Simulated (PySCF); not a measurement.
Isomers of C5H10FNSi, one GFN2-xTB conformer each. Single-point energies are computed at PBE0/pcSseg-1 (PySCF, gas phase, no added dispersion term), electronic only.

```tsv
SMILES	GFN2-xTB relative energy (kJ/mol)
N[SiH2][C@@H]1CC=C[C@@H]1F	14.6
N[SiH2][C@H]1CCC=C1F	0.0
N[SiH2][C@@H]1C=CC[C@H]1F	7.2
F[C@H]1C[C@@H](/C=N/[SiH3])C1	29.4
```

Conformers: `[NH2:1][SiH2:2][C@@H:3]1[CH2:4][CH:5]=[CH:6][C@@H:7]1[F:8]` with H–N1–Si2–C3 -55° and 171°, N1–Si2–C3–C4 180°; `[NH2:1][SiH2:2][C@H:3]1[CH2:4][CH2:5][CH:6]=[C:7]1[F:8]` with H–N1–Si2–C3 40° and -179°, N1–Si2–C3–C4 178°, Si2–C3–C4–C5 99°, C3–C4–C5–C6 20°, C4–C5–C6–C7 -12°, Si2–C3–C7–C6 -107°; `[NH2:1][SiH2:2][C@@H:3]1[CH:4]=[CH:5][CH2:6][C@H:7]1[F:8]` with H–N1–Si2–C3 177° and -43°, N1–Si2–C3–C4 -61°, Si2–C3–C4–C5 -109°, C4–C5–C6–C7 -9°, C5–C6–C7–F8 -103°, Si2–C3–C7–C6 104°; `[F:1][C@H:2]1[CH2:3][C@@H:4](/[CH:5]=[N:6]/[SiH3:7])[CH2:8]1` with C3–C4–C5–N6 -126°, F1–C2–C3–C4 131°, C2–C3–C4–C5 -132°, C3–C4–C8–C2 13°, F1–C2–C8–C4 -131°.

Question: What does PBE0/pcSseg-1 give for the same structures?

Answer: 
```csv
SMILES,PBE0/pcSseg-1 E (Eh),PBE0/pcSseg-1 (kJ/mol),GFN2-xTB (kJ/mol),point group
N[SiH2][C@@H]1CC=C[C@@H]1F,-640.07709,0.0,14.6,C1
N[SiH2][C@H]1CCC=C1F,-640.07522,4.9,0.0,C1
N[SiH2][C@@H]1C=CC[C@H]1F,-640.07450,6.8,7.2,C1
F[C@H]1C[C@@H](/C=N/[SiH3])C1,-640.02916,125.8,29.4,near Cs
```

GFN2-xTB puts N[SiH2][C@H]1CCC=C1F lowest instead; measured from each level's own lowest isomer, the values differ by up to 96.4 kJ/mol (F[C@H]1C[C@@H](/C=N/[SiH3])C1: 29.4 against 125.8). As drawn, the lowest has an N–H bond, an Si–C bond and a C=C bond outside aromatic rings, which the highest lacks; the highest has a four-membered ring and a C=N bond, which the lowest lacks. Neighbours under 10 kJ/mol apart (N[SiH2][C@@H]1CC=C[C@@H]1F and N[SiH2][C@H]1CCC=C1F; N[SiH2][C@H]1CCC=C1F and N[SiH2][C@@H]1C=CC[C@H]1F) can change places with a better method, another conformer or zero-point energy.

Question: Which frontier levels, dipoles and rotational constants go with these structures?

Answer: 
```
                       SMILES  HOMO (eV, PBE0/pcSseg-1)  LUMO (eV)  dipole (D)       A, B, C (MHz)
   N[SiH2][C@@H]1CC=C[C@@H]1F                     -7.23       0.05        0.94    3077, 1310, 1021
         N[SiH2][C@H]1CCC=C1F                     -6.61       0.49        0.85    2526, 1408, 1020
    N[SiH2][C@@H]1C=CC[C@H]1F                     -6.86       0.33        2.13   2953, 1133, 973.6
F[C@H]1C[C@@H](/C=N/[SiH3])C1                     -6.93      -0.64        0.37  6409, 580.4, 576.0
```

Question: As an exercise, what shares would exp(−E/RT) give at 500 K from these electronic energies alone (no entropy, no degeneracies)?

Answer: RT = 4.157 kJ/mol: N[SiH2][C@@H]1CC=C[C@@H]1F 66.5 %, N[SiH2][C@H]1CCC=C1F 20.5 %, N[SiH2][C@@H]1C=CC[C@H]1F 13.0 %, F[C@H]1C[C@@H](/C=N/[SiH3])C1 under 0.1 %.
